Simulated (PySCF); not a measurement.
# Radial density of Br²⁺ (bromine, charge +2)

UHF, [Ar] 3d10 4s1 4p3 5s1, high-spin 6S determinant (an excited configuration). All numbers are calculated (PySCF 2.14, scalar relativity by spin-free X2C-1e, in aug-cc-pVDZ-DK).

```tsv
r (bohr)	4πr²ρ (e/bohr)	4πr²(ρα − ρβ)
0.000952	0.5762	0.0005
0.00160	1.374	0.0013
0.00269	3.227	0.0030
0.00453	7.289	0.0068
0.00762	15.24	0.0143
0.0128	27.84	0.0261
0.0216	40.63	0.0386
0.0363	42.18	0.0510
0.0610	35.37	0.1122
0.103	46.44	0.2357
0.173	45.83	0.0553
0.290	27.89	0.2372
0.488	34.80	0.4867
0.821	12.92	0.3373
1.38	3.846	2.9944
2.32	1.332	1.3292
3.91	0.3766	0.3765
6.58	0.04001	0.0400
11.1	1.736e-05	0.0000
```

Densities and radii are taken from the X2C orbitals without a picture-change correction, which distorts them close to the nucleus.

The outer electron is Rydberg-like, and this basis confines it to a smaller radius and binds it less than a complete one would.
